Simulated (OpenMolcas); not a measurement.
## Ni3+: the spin-orbit constant, worked from levels

| Property | Result |
| --- | --- |
| Program | OpenMolcas |
| Basis | ANO-R1 [5s4p2d1f] |
| Scalar Hamiltonian | X2C, finite nucleus |
| Active space | 7 electrons in 5 orbitals (3d) |
| State averaging | 2S+1 = 4 even, 10 roots; 2S+1 = 2 even, 40 roots |
| Spin-orbit coupling | state interaction with AMFI integrals over the reference wave functions, term energies averaged over their components |

Methods: CASSCF; MS-CASPT2, IPEA 0.25 Eh, imaginary shift 0.1 Eh (closed shells correlated: 3s 3p). Measured levels: Corliss and Sugar, J. Phys. Chem. Ref. Data 10, 197 (1981).

**The spin-orbit constant.** For the Hund term 4F of d7, E(J) = (A/2) J(J+1) + constant and ζ = -2S·A = -3A. From J = 3/2 to J = 9/2 the energy changes by 10.5 A.

```json
{"Source": "CASSCF", "E(9/2) - E(3/2)": "-2656.3", "A": "-253.0", "ζ": "759"}
{"Source": "MS-CASPT2", "E(9/2) - E(3/2)": "-2648.4", "A": "-252.2", "ζ": "757"}
{"Source": "measured", "E(9/2) - E(3/2)": "-2621.1", "A": "-249.6", "ζ": "749"}
```

All in cm-1. MS-CASPT2 is off by +1.0 % and CASSCF by +1.3 %. Both methods take the spin-orbit matrix elements from the reference wave functions, so the second can move ζ only through the term energies and any multistate remixing. Second-order mixing with other terms is absorbed into this ζ.

CASPT2 breaks the degeneracy within a term, and the mean is taken; among the terms shown or strongly mixed into the levels shown the widest spread is 1000 cm-1 (3d7 4F, MS-CASPT2). The basis is small and was not contracted for so high a charge. Without dynamic correlation excited terms often stand tens of per cent too high (terms of higher spin than the ground term too low), and those without a measured partner can miss by more than the paired ones (holds for CASSCF). Computed and measured levels are paired by configuration, term and J; levels that our copy of the source lacks, or whose pairing is in doubt (as where it misses far off the trend of its configuration), stay unpaired and out of the deviations. Levels of configurations outside the active space are missing.
